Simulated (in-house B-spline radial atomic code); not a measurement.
Computed with a B-spline radial atomic code. Model: two electrons, singlet ground state, non-relativistic, full CI in B-splines with partial waves to l = 8 (at full coupling up to 3e-4 hartree above the limit, correlation up to 0.6 % small), density held at that of full coupling by Lieb maximisation.

Along the adiabatic connection the electron repulsion is scaled by a coupling λ while a local potential keeps the density fixed. At λ = 0 the system is the Kohn-Sham one and W equals the exchange energy; the exchange-correlation energy is the area under W between 0 and 1. The kinetic energy rises with λ as the electrons avoid each other, with dT/dλ = −λ dW/dλ.

Command:
```bash
python run_ac.py task.json out
```
Settings (lengths in bohr, energies in hartree):
```
potential              gauss
strength               9.17
lmax                   8
second                 0.826
```

Time taken, with all properties: 36 s on 1 thread of Intel(R) Xeon(R) Processor @ 2.30GHz, with other jobs on the host.

**W = mean repulsion less Hartree energy, and W of three functionals.**

Given: confinement Gaussian well; well depth 9.17 hartree; well width 0.826 bohr; external potential -V exp(-r^2/w^2).

Computed: LDA exchange minus exact 196.55 millihartree; SCAN exchange minus exact 7.8493 millihartree.

```csv
coupling,W xc (hartree),W xc minus exchange (millihartree),kinetic minus Kohn-Sham (millihartree),LDA (PW92) W minus its exchange (millihartree),PBE W minus its exchange (millihartree),SCAN W minus its exchange (millihartree)
0,-1.3349,0,0,0,0,0
0.02,-1.3368,-1.861,0.02,-12.6,-2.79,-1.87
0.05,?,?,?,?,?,?
0.12,-1.3459,-10.978,0.66,-50.34,-16.11,-10.86
0.25,-1.3573,-22.381,2.76,-84.83,-32.06,-21.91
0.4,?,?,?,?,?,?
0.6,-1.3857,-50.755,14.72,-150.95,-69.53,-49.03
0.8,-1.4005,-65.588,25.09,-180.07,-88.27,-63.12
1,-1.4144,-79.519,37.62,-205.44,-105.51,-76.35
1.4,-1.4399,-104.97,68.05,-248.35,-136.35,-100.58
2,-1.4729,-138,123.92,-299.72,-175.62,-132.35
3,-1.5174,-182.47,234.15,-364.46,-228.06,-176.01
4.5,-1.567,-232.05,418.02,-433.91,-287.16,-226.29
7,-1.6226,-287.69,732.64,-511.63,-355.9,-284.91
10,-1.6656,-330.66,1093.3,-573.4,-411.98,-331.39
```

Question: What belongs in the row 0.05?

Answer: W xc (hartree): -1.3395; W xc minus exchange (millihartree): -4.629; kinetic minus Kohn-Sham (millihartree): 0.12; LDA (PW92) W minus its exchange (millihartree): -26.02; PBE W minus its exchange (millihartree): -6.9; SCAN W minus its exchange (millihartree): -4.62.

Question: What belongs in the row 0.4?

Answer: W xc (hartree): -1.3699; W xc minus exchange (millihartree): -34.94; kinetic minus Kohn-Sham (millihartree): 6.83; LDA (PW92) W minus its exchange (millihartree): -116.39; PBE W minus its exchange (millihartree): -48.97; SCAN W minus its exchange (millihartree): -33.96.

Question: What is the PBE exchange minus exact?

Answer: 50.85 millihartree.

**Energy parts, natural occupations and partial-wave weights.**

Computed: total energy -4.3926 hartree; exchange energy -1.3349 hartree; correlation energy -0.041904 hartree; kinetic part of the DFT correlation energy 0.037615 hartree; kinetic part over minus potential part 0.47303; Kohn-Sham kinetic 4.1128 hartree; Lieb Oxford ratio E_xc over LDA exchange 1.2095.

| natural | occupation of the shell (electrons) |
| --- | --- |
| s | 1.991 |
| p | 0.0074418 |
| s | 0.00099864 |
| d | 0.00030592 |
| p | ? |
| f | 3.9189e-05 |

Question: What belongs in the row p?

Answer: occupation of the shell (electrons): 0.00010716.

```csv
wave,weight
s,0.99603
p,?
d,0.00016356
f,2.2414e-05
g,5.1049e-06
```

Question: What belongs in the row p?

Answer: weight: 0.0037788.

Question: What is the Hartree energy?

Answer: 2.6698 hartree.

Question: What is the initial slope twice GL2?

Answer: -0.093352 hartree.

Half-way to full coupling W has made 54 % of its drop, against 50 % for a straight line, and second-order (GL2) theory, half the initial slope, overshoots the correlation energy by about 11 %: a moderate bend, as in light atoms. Over couplings 0 to 1 the errors in E_xc come to about +113 millihartree for LDA, +35 millihartree for PBE, +9.3 millihartree for SCAN, so SCAN is nearest. In LDA and PBE the errors of exchange and correlation have opposite signs, so the sum is smaller than the larger of the two.
